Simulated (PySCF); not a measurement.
HBr, charge +1, doublet, geometry from GFN2-xTB (a state made from the parent by changing its charge; the spin is typed, not shown lowest), with bond 2-1 at 1.4 times its length; CASSCF(7,6)/def2-SVP run with PySCF.

Input for PySCF:
```python
from pyscf import gto, scf, mcscf
import numpy

mol = gto.M(
    atom='''
Br   -0.000000   -0.000000   -0.040277
H     0.000000    0.000000    1.989674
''',
    basis='def2-svp',
    charge=1,
    spin=1,
    verbose=4,
)

mf = scf.ROHF(mol)
mf.kernel()
mc = mcscf.CASSCF(mf, 6, 7)
mc.fix_spin_(ss=0.75)
mc.kernel()
occ = numpy.linalg.eigvalsh(mc.fcisolver.make_rdm1(mc.ci, mc.ncas, mc.nelecas))[::-1]
ss = mc.fcisolver.spin_square(mc.ci, mc.ncas, mc.nelecas)[0]
print('natural occupations', occ.round(4), ' <S^2>', round(ss, 4))
```

What does PySCF print? Leave out banner, timings and long lists.


```
PySCF version 2.14.0

[INPUT] verbose = 4
[INPUT] num. atoms = 2
[INPUT] num. electrons = 35
[INPUT] charge = 1
[INPUT] spin (= nelec alpha-beta = 2S) = 1
[INPUT] symmetry False subgroup None
[INPUT] Mole.unit = angstrom
[INPUT] Symbol           X                Y                Z      unit          X                Y                Z       unit  Magmom
[...]
nuclear repulsion = 9.12396524950602
number of shells = 15
number of NR pGTOs = 81
number of NR cGTOs = 37
basis = def2-svp
ecp = {}

******** <class 'pyscf.scf.rohf.ROHF'> ********
method = ROHF
initial guess = minao
damping factor = 0
level_shift factor = 0
DIIS = <class 'pyscf.scf.diis.CDIIS'>
diis_start_cycle = 1
diis_space = 8
diis_damp = 0
SCF conv_tol = 1e-09
SCF conv_tol_grad = None
SCF max_cycles = 50
direct_scf = True
direct_scf_tol = 1e-13
num. doubly occ = 17  num. singly occ = 1
Set gradient conv threshold to 3.16228e-05
init E= -2571.21410244212
[...]
cycle= 1 E= -2572.195216865  delta_E= -0.981  |g|= 0.231  |ddm|= 0.931
[...]
cycle= 2 E= -2572.21795052692  delta_E= -0.0227  |g|= 0.0863  |ddm|= 0.333
[...]
cycle= 3 E= -2572.21929126197  delta_E= -0.00134  |g|= 0.0206  |ddm|= 0.0448
[...]
cycle= 4 E= -2572.21945775492  delta_E= -0.000166  |g|= 0.00525  |ddm|= 0.0252
[...]
cycle= 5 E= -2572.21947560429  delta_E= -1.78e-05  |g|= 0.0013  |ddm|= 0.00856
[...]
cycle= 6 E= -2572.21947651755  delta_E= -9.13e-07  |g|= 0.000235  |ddm|= 0.00227
[...]
cycle= 7 E= -2572.21947653845  delta_E= -2.09e-08  |g|= 5.07e-05  |ddm|= 0.000278
[...]
cycle= 8 E= -2572.21947653966  delta_E= -1.21e-09  |g|= 5.06e-06  |ddm|= 7.17e-05
[...]
cycle= 9 E= -2572.21947653967  delta_E= -1.32e-11  |g|= 3.63e-07  |ddm|= 8.95e-06
[...]
Extra cycle  E= -2572.21947653967  delta_E= -4.55e-13  |g|= 1.02e-07  |ddm|= 4.32e-07
converged SCF energy = -2572.21947653967

******** <class 'pyscf.mcscf.mc1step.CASSCF'> ********
CAS (4e+3e, 6o), ncore = 14, nvir = 17
max_cycle_macro = 50
max_cycle_micro = 4
conv_tol = 1e-07
conv_tol_grad = None
orbital rotation max_stepsize = 0.02
orbital rotation threshold for CI restart = 0.01
augmented hessian ah_max_cycle = 30
augmented hessian ah_conv_tol = 1e-12
augmented hessian ah_linear dependence = 1e-14
augmented hessian ah_level shift = 1e-08
augmented hessian ah_start_tol = 2.5
augmented hessian ah_start_cycle = 3
augmented hessian ah_grad_trust_region = 3
kf_trust_region = 3
kf_interval = 4
ci_response_space = 4
ci_grad_trust_region = 3
with_dep4 0
natorb = False
canonicalization = True
[...]
CASCI E = -2572.24671010547  S^2 = 0.7500000
[...]
macro iter   1 ( 21 JK    4 micro), CASSCF E = -2572.25778287858  dE = -1.10727731e-02  S^2 = 0.7500000
               |grad[o]|=0.0522  |grad[c]|=0.0168  |ddm|=0.0455  |maxRot[o]|=0.289
macro iter   2 ( 21 JK    4 micro), CASSCF E = -2572.26197724496  dE = -4.19436638e-03  S^2 = 0.7500000
               |grad[o]|=0.0224  |grad[c]|=0.0104  |ddm|=0.00653  |maxRot[o]|=0.311
macro iter   3 ( 21 JK    4 micro), CASSCF E = -2572.26542461302  dE = -3.44736806e-03  S^2 = 0.7500000
               |grad[o]|=0.013  |grad[c]|=0.00942  |ddm|=0.00386  |maxRot[o]|= 0.29
macro iter   4 ( 21 JK    4 micro), CASSCF E = -2572.26621522103  dE = -7.90608008e-04  S^2 = 0.7500000
               |grad[o]|=0.00458  |grad[c]|=0.00682  |ddm|=0.00333  |maxRot[o]|=0.266
macro iter   5 (  7 JK    2 micro), CASSCF E = -2572.26624206754  dE = -2.68465133e-05  S^2 = 0.7500000
               |grad[o]|=0.000948  |grad[c]|=0.00694  |ddm|=0.000181  |maxRot[o]|=0.0699
macro iter   6 (  9 JK    3 micro), CASSCF E = -2572.26623609624  dE =  5.97129929e-06  S^2 = 0.7500000
               |grad[o]|=0.000365  |grad[c]|=0.00383  |ddm|=0.000208  |maxRot[o]|= 0.05
macro iter   7 ( 17 JK    4 micro), CASSCF E = -2572.26624270211  dE = -6.60587239e-06  S^2 = 0.7500000
               |grad[o]|=0.000419  |grad[c]|=0.00102  |ddm|=9.31e-05  |maxRot[o]|=0.021
macro iter   8 (  7 JK    2 micro), CASSCF E = -2572.26624938301  dE = -6.68089524e-06  S^2 = 0.7500000
               |grad[o]|=0.000265  |grad[c]|=0.00223  |ddm|=5.53e-05  |maxRot[o]|=0.0383
macro iter   9 (  3 JK    1 micro), CASSCF E = -2572.26625038618  dE = -1.00316856e-06  S^2 = 0.7500000
               |grad[o]|=0.000104  |grad[c]|=0.00051  |ddm|=4.44e-05  |maxRot[o]|=0.0148
macro iter  10 (  3 JK    1 micro), CASSCF E = -2572.26625054092  dE = -1.54738700e-07  S^2 = 0.7500000
               |grad[o]|=4.54e-05  |grad[c]|=0.00028  |ddm|=2.99e-05  |maxRot[o]|=0.00312
macro iter  11 (  1 JK    1 micro), CASSCF E = -2572.26625054123  dE = -3.16049409e-10  S^2 = 0.7500000
               |grad[o]|=2.55e-05  |grad[c]|=2.27e-05  |ddm|=3.95e-06  |maxRot[o]|=    0
1-step CASSCF converged in  11 macro (131 JK  30 micro) steps
CASSCF canonicalization
Density matrix diagonal elements [1.9897692  1.87811974 1.99975337 1.         0.12311218 0.00924552]
CASSCF energy = -2572.26625054123
CASCI E = -2572.26625054123  E(CI) = -15.1119869791041  S^2 = 0.7500000
natural occupations [1.9998 1.9909 1.8823 1.     0.1181 0.009 ]  <S^2> 0.75
```
